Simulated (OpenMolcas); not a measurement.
Co2+: ligand-field states by method

Co2+ with its 6 nearest fluoride ions at 2.089 Å, on the Cd site of idealised cubic KCdF3 (a = 4.302 Å, distance in the model lattice 2.151 Å). The rest of the host is ab initio model potentials to 7.6 Å, with orthogonalisation functions on the cations behind the ligands, and point charges beyond; the distance is set by hand and nothing relaxes. Ligand basis ANO-RCC-VDZP.
```
Co    0.0000    0.0000    0.0000
F     2.0890    0.0000    0.0000
F     0.0000    2.0890    0.0000
F    -2.0890    0.0000    0.0000
F     0.0000   -2.0890    0.0000
F     0.0000    0.0000    2.0890
F     0.0000    0.0000   -2.0890
```

| Item | Value |
| --- | --- |
| Program | OpenMolcas 26.06 |
| Basis | ANO-RCC-VDZP [5s4p2d1f] |
| Scalar Hamiltonian | DKH2, point nucleus |
| Active space | 7 electrons in 5 orbitals (3d) |
| State averaging | 2S+1 = 4 even, 10 roots; 2S+1 = 2 even, 40 roots |
| Spin-orbit coupling | state interaction with AMFI integrals over the reference wave functions |

I. CASSCF
II. SS-CASPT2, IPEA 0.25 Eh, imaginary shift 0.1 Eh (closed shells correlated: 3s 3p and the ligand valence shells)

Spin-free states (labels of O, the rotations of Oh) in cm-1, each column counted from its own energy of the first state listed:

```tsv
State	Degeneracy	I	II
4T1	3	0	0
4T2	3	5394	7430
4A2	1	11824	15530
2E	2	15902	13180
2T1	3	20053	17670
2T2	3	20206	17890
4T1	3	22684	21420
2A1	1	23590	22130
2T1	3	25757	21180
2T2	3	28015	25810
2T1	3	28406	27570
2E	2	30337	28940
2T2	3	33218	31480
2E	2	33244	32690
2T1	3	33395	33300
2T2	3	46302	40950
2T1	3	46871	42490
2A2	1	47707	43120
2E	2	71356	63770
2T2	3	71377	63140
```

From I to II, I's first state of the same spin (4T2) moves from 5394 to 7430 cm-1, by about +2000 cm-1.

From I to II, I's first state of another spin (2E) moves from 15902 to 13180 cm-1, by about -2700 cm-1.

I: A least-squares ligand-field fit to the states below 45000 cm-1, each weighted by its degeneracy and with a free common offset, gives 10Dq = 6122 cm-1, B = 1218 cm-1 and C = 4480 cm-1 (C/B = 3.68), with an rms deviation of 99 cm-1. The same method and metal basis give the free ion B = 1230 cm-1 (fit to its terms below 60000 cm-1, rms deviation 20 cm-1), so the nephelauxetic ratio is β = 1218 / 1230 = 0.99; it hangs on how both fits weigh the states, and computed free-ion B values tend to be too large, so β mixes covalency with correlation.

χT at 300 K: I 3.66, II 3.56 cm3 K/mol.

Roots that are degenerate in the reference are averaged as groups; the widest CASPT2 spread within a group is 120 cm-1 (the 2-fold group of multiplicity 2 near 28900 cm-1 above the lowest state of its run, II). Shifts and gaps below about the spread of the groups concerned are not significant. Over all roots computed the reference weight is 0.73 to 0.74 in II; a low but even weight reflects the number of correlated electrons. An orbital triplet at a regular site is open to Jahn-Teller coupling, which can distort the site and quench the lowest spin-orbit gaps and is left out. Ligand-to-metal charge-transfer states are missing. Without dynamic correlation the repulsion within the d shell is too large (B by tens of per cent), so at a given field states of lower spin stand too high (holds for I). With no ligand orbital active B as a rule stays too high, so bands that hang on it stand too high and its fall with covalency is understated (holds for I). With metal d orbitals alone and no dynamic correlation 10Dq can be off by a tenth to a fifth, either way, in oxide and fluoride hosts (holds for I). A single d shell leaves out the double-shell effect, which counts most for late 3d ions, where the CASPT2 field can be off either way by tens of per cent (holds for II). These CASPT2 states fit no ligand-field parameters well, so their order and spin gaps are uncertain (holds for II). For late 3d ions with one d shell CASPT2 can put B and the spin-flip bands somewhat low as well as high (holds for II). With one d shell and no ligand orbital active, 10Dq can be off by tens of per cent for divalent 3d ions, low with halides held by bare charges and at times high in hosts (holds for II). Free-ion shares, where given, are those of the reference states; single-state CASPT2 does not remix them (holds for II). No measured value stands beside these numbers; the geometry was set by hand and not optimised.
